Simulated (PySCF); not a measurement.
Vertical excitations of a molecule C2H6BClO from TDDFT-PBE/def2-SVPD (PySCF), as energy in eV (oscillator strength): 6.12 (0.001), 6.64 (0.009), 6.89 (0.186), 7.32 (0.029), 7.48 (0.010), 7.55 (0.004), 7.86 (0.001), 7.87 (0.009), 7.95 (0.033), 8.08 (0.027). Lowest triplet (TDA): 5.80 eV. Geometry: PBE0-D3(BJ)/def2-SVP. Other conformers were not sampled.

Question: Which structure fits?
(A) CCOBCl
(B) COB(C)Cl
(C) CCB(O)Cl

Answer: A, CCOBCl
